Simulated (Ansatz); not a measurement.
```yaml
crystal:
  periodic: [false, false, false]
  atoms:
    - {symbol: C, position_ang: [2.154929, 0.423961, 0.890417]}
    - {symbol: Zn, position_ang: [1.364951, -0.250821, 0.764327]}
    - {symbol: S, position_ang: [0.070109, -0.944227, 0.770853]}
    - {symbol: Si, position_ang: [-0.688176, -0.293402, -0.090563]}
    - {symbol: C, position_ang: [-0.077161, -0.269286, -1.090888]}
    - {symbol: C, position_ang: [-1.600628, -0.852201, -0.194300]}
    - {symbol: C, position_ang: [-0.807175, 0.814957, 0.292865]}
    - {symbol: H, position_ang: [2.514792, 0.925364, 0.313122]}
    - {symbol: H, position_ang: [2.592250, 0.811431, 1.323963]}
    - {symbol: H, position_ang: [3.119138, -0.030787, 0.692802]}
    - {symbol: H, position_ang: [0.016087, -0.885509, -1.293582]}
    - {symbol: H, position_ang: [-0.510755, 0.050677, -1.541809]}
    - {symbol: H, position_ang: [0.593829, 0.025060, -1.244457]}
    - {symbol: H, position_ang: [-1.975600, -0.410545, -0.600006]}
    - {symbol: H, position_ang: [-1.807476, -1.354195, -0.421428]}
    - {symbol: H, position_ang: [-2.224005, -0.723817, 0.413193]}
    - {symbol: H, position_ang: [-0.127708, 1.302507, 0.280109]}
    - {symbol: H, position_ang: [-0.962864, 0.984181, 0.847060]}
    - {symbol: H, position_ang: [-1.070310, 1.155583, -0.190914]}
basis:
  gaussian: {orbitals: def2-mTZVPP}
magnetization: {spin_polarized: true, initial_magnetization: 2}
hamiltonian: {xc: {name: wPBEh}}
output: {forces: true}
```

```sh
$ ansatz run in.yaml --threads 2 --pin off --events-out ev --progress --plain --max-ram 22528MiB --backend cpu
```

Shortened log:

```
Functional definition: wPBEh
2108 factors; integrals over basis functions are off by at most 8.9e-4 eV
121 factors; integrals over basis functions are off by at most 2.2e-7 eV
mean field evaluation 1: about -71169.4175 eV, gradient 1.6e2 eV
mean field evaluation 2: about -70444.4572 eV, gradient 3.8e2 eV
mean field evaluation 4: about -71231.7506 eV, gradient 8.0e1 eV
mean field evaluation 8: about -71262.8971 eV, gradient 1.2e0 eV
mean field evaluation 16: about -71262.9659 eV, gradient 1.8e-2 eV
mean field evaluation 32: about -71262.9659 eV, gradient 2.3e-5 eV
a density is far from that of the atoms, so the factors are made again for it
2176 factors; integrals over basis functions are off by at most 8.5e-4 eV
121 factors; integrals over basis functions are off by at most 2.2e-7 eV
mean field -71262.96592002 eV, -2618.8656937876 hartree, gradient 1.9e-5 eV, S^2 2.003758; 0 other end points of the search recorded, 0 dependent functions left out
reference -71262.96597371 eV, -2618.8656957608 hartree; 49, 47 occupied and 174, 176 virtual orbitals, 2176 factors
Total energy: -71262.96597371 eV, -2618.8656957608 hartree
Atom 0 at     2.154929     0.423961     0.890417 Å, force    70.049361    54.102281     3.266148 eV/Å
Atom 1 at     1.364951    -0.250821     0.764327 Å, force   -48.548385   -60.659324   -13.337914 eV/Å
Atom 2 at     0.070109    -0.944227     0.770853 Å, force    10.370029   -74.603033    67.251871 eV/Å
Atom 3 at    -0.688176    -0.293402    -0.090563 Å, force    10.775496    33.245085    -8.266633 eV/Å
Atom 4 at    -0.077161    -0.269286    -1.090888 Å, force    28.916027    24.884579   -19.288835 eV/Å
Atom 5 at    -1.600628    -0.852201    -0.194300 Å, force   -39.394577    -8.160517    38.973648 eV/Å
Atom 6 at    -0.807175     0.814957     0.292865 Å, force    26.341366     9.352334    -7.235668 eV/Å
Atom 7 at     2.514792     0.925364     0.313122 Å, force     5.153362    11.889582   -13.433844 eV/Å
Atom 8 at     2.592250     0.811431     1.323963 Å, force    21.550354    21.512428    25.836496 eV/Å
Atom 9 at     3.119138    -0.030787     0.692802 Å, force     1.805299    -3.521329    -0.153579 eV/Å
Atom 10 at     0.016087    -0.885509    -1.293582 Å, force     8.153511   -55.822114   -19.183096 eV/Å
Atom 11 at    -0.510755     0.050677    -1.541809 Å, force   -26.586434    19.984151   -29.283526 eV/Å
Atom 12 at     0.593829     0.025060    -1.244457 Å, force    28.854091    13.168903    -6.516963 eV/Å
Atom 13 at    -1.975600    -0.410545    -0.600006 Å, force   -21.264505    26.689164   -25.980455 eV/Å
Atom 14 at    -1.807476    -1.354195    -0.421428 Å, force   -30.650562   -78.459651   -34.305987 eV/Å
Atom 15 at    -2.224005    -0.723817     0.413193 Å, force    -7.939479     0.503448     9.923253 eV/Å
Atom 16 at    -0.127708     1.302507     0.280109 Å, force    14.604438     9.268621    -0.074680 eV/Å
Atom 17 at    -0.962864     0.984181     0.847060 Å, force   -24.326907    23.724523    77.610452 eV/Å
Atom 18 at    -1.070310     1.155583    -0.190914 Å, force   -27.862485    32.900869   -45.800686 eV/Å
Dipole moment:    -0.754828     0.026143    -0.394312 e Å
```

In this input the geometry is squeezed to about two thirds of its size. Self-consistency was reached. The result belongs to that input, not to the molecule as meant.
